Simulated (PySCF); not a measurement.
Simulation results for BH2O

Computed with PySCF 2.14.0. Calculation on a computer-drawn molecule: vertical ionisation energy to the stated ion spin, frozen-core CCSD(T) at the basis limit and cheaper methods, single-reference cases, UHF for radicals, no spin-orbit; all values are single points at the evaluated structure, the first of each entry, which is the reference or a displaced copy of it and isn't optimised; the reference structure only sets the zero of the energies above reference; triples share is (T) over the correlation energy.

## BH2O

Evaluated structure:
```xyz
4
BH2O
B      1.1237    -2.8862     2.2698
O      0.7580    -3.4565     1.2747
H      1.4226    -2.3843     3.1363
H      0.1996    -3.8450     0.5108
```

Reference structure:
```xyz
4
BH2O
B      1.0865    -2.9213     2.2928
O      0.7580    -3.5229     1.2878
H      1.4482    -2.3645     3.2566
H      0.1863    -3.8043     0.5752
```

- charge: 1
- multiplicity: 1
- ion multiplicity: 2
- diffuse functions: no
- basis: cc-pVnZ
- reference is: the Hartree-Fock double-zeta minimum
- best is: HF at quadruple zeta + MP2 correlation extrapolated from triple and quadruple zeta + CCSD(T) minus MP2 at triple zeta
- basis step is: the size of the change from the same recipe one zeta lower
- ionisation energy best: 23.64 eV
- ionisation energy basis step: 0.0348 eV
- energy above reference best: 7.883 kcal/mol
- energy above reference basis step: 0.04058 kcal/mol
- ionisation energy Koopmans at triple zeta: 24.32 eV
- ionisation energy EOM CCSD at triple zeta: 23.39 eV
- total energy HF triple zeta: -100.4752 hartree
- total energy CCSD(T) triple zeta: -100.8079 hartree
- total energy best: -100.8572 hartree
- T1 diagnostic at triple zeta: 0.01525
- D1 diagnostic at triple zeta: 0.03296
- ion T1 diagnostic at triple zeta: 0.009831
- ion D1 diagnostic at triple zeta: 0.02297
- ion spin squared at triple zeta: 0.7563
- triples share at triple zeta: 0.03413
- basis functions triple zeta: 88

Drawn bonds:
```tsv
atom	other atom	order
1	2	1
1	3	1
2	4	1
```

Triple zeta:
```tsv
method	ionisation energy (eV)	energy above reference (kcal/mol)
HF	21.58	8.723
PBE	23.59	7.946
r2SCAN	23.52	7.851
B3LYP	23.66	7.443
wB97X	23.5	8.151
MP2	23.69	7.618
CCSD	23.35	8.034
CCSD(T)	23.5	7.975
```
